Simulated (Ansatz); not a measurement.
disulfane (H₂S₂), singlet, geometry from GFN2-xTB; Ansatz (a program for electronic structure) with MP2/6-31G**.

Here is a job for Ansatz.
Ansatz 0.2 input:
```yaml
crystal:
  periodic: [false, false, false]
  atoms:
    - {symbol: S, position_ang: [-0.89880885, 0.02604772, 0.48959929]}
    - {symbol: S, position_ang: [0.89707958, 0.07839641, -0.48718121]}
    - {symbol: H, position_ang: [-1.52188329, -0.85435140, -0.30564322]}
    - {symbol: H, position_ang: [1.54955162, -0.81675470, 0.26695388]}
basis:
  gaussian:
    orbitals: 6-31G__.json
magnetization: {spin_polarized: false}
correlation: {method: mp2}
```
The basis file holds 6-31G** in the JSON format of the Basis Set Exchange.

### Question
Write the output that Ansatz gives for this input, abridged.

### Answer

```
Functional definition: HF
440 factors; integrals over basis functions are off by at most 7.9e-4 eV
mean field evaluation 1: about -21664.4344 eV, gradient 1.3e1 eV
mean field evaluation 2: about -21664.4850 eV, gradient 1.3e1 eV
mean field evaluation 4: about -21665.1969 eV, gradient 1.1e0 eV
mean field evaluation 8: about -21665.2040 eV, gradient 6.4e-4 eV
mean field -21665.20397947 eV, -796.1815610427 hartree, gradient 3.7e-6 eV, S^2 0.000000; 0 other end points of the search recorded, 0 dependent functions left out
10 core orbitals not correlated
reference -21665.20397947 eV, -796.1815610427 hartree; 7, 7 occupied and 31, 31 virtual orbitals, 440 factors
second order -6.83314084 eV of doubles, -0.00000000 eV of singles
Total energy: -21672.03712030 eV, -796.4326743368 hartree
```
